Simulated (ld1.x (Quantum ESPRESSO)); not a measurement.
# Plane-wave convergence, ultrasoft potential for Fe (Z = 26)

Fe (Z = 26), ultrasoft, made with ld1.x (Quantum ESPRESSO) 7.5 (PBE, scalar-relativistic). Core [Ar], reference 3d5 4s0 4p0 (charge +3). Waves: 4s (bound, empty): rcut 1.85, rcutus 1.95 bohr; 4s channel at -0.65 Ry: rcut 1.85, rcutus 1.95 bohr; 4p (bound, empty): rcut 2.00, rcutus 2.15 bohr; 4p channel at -1.35 Ry: rcut 2.00, rcutus 2.15 bohr; 3d (bound): rcut 0.90, rcutus 1.15 bohr; 3d channel at -2.75 Ry: rcut 0.90, rcutus 1.15 bohr. Local part: all-electron potential smoothed inside 0.95 bohr (lloc = -2). Core correction: a·sin(br)/r model core, default radius (core density twice the valence density). Augmentation charge: PSQ, inside the norm-conserving radii.

The pseudo-atom Hamiltonian at the reference potential is diagonalised in spherical Bessel functions j_l(qr) that vanish at 20 bohr, with q² up to the cutoff. All-electron valence levels (Ry): 4s -2.3005, 4p -1.7738, 3d -3.1763.

Problem. How do the lowest levels (Ry) of each channel move with the cutoff, and are there ghosts?

Solution.

```csv
cutoff (Ry),s #1,s #2,s #3,p #1,p #2,d #1,f #1,f #2,Σ f·Δε (mRy)
8,-2.2980,-0.9842,-0.5663,-1.7722,-0.8015,-1.4122,-0.6265,-0.3890,8820.4
18,-5.1967,-2.3003,-0.9754,-1.7737,-0.8020,-1.7544,-0.6298,-0.3913,7109.8
40,-7.1064,-2.3005,-0.9755,-1.7738,-1.1399,-2.8693,-0.6304,-0.3917,1535.2
60,-7.1655,-2.3006,-0.9755,-1.7738,-1.2954,-3.1495,-0.6305,-0.3918,134.3
110,-7.1677,-2.3006,-0.9755,-1.7738,-1.3042,-3.1755,-0.6305,-0.3918,3.9
180,-7.1682,-2.3006,-0.9755,-1.7738,-1.3047,-3.1762,-0.6305,-0.3918,0.4
400,-7.1682,-2.3006,-0.9755,-1.7738,-1.3047,-3.1763,-0.6305,-0.3918,0.0
```

Result: ghost states, extra bound levels that the all-electron valence spectrum of the same l lacks: s at -97.5 eV, p at -17.8 eV (a true bound ghost makes a file unfit for plane-wave use); 10 mRy is reached at 80 Ry and 1 mRy at 140 Ry.

Test run stopped at test 1 of 7 (negative rho).
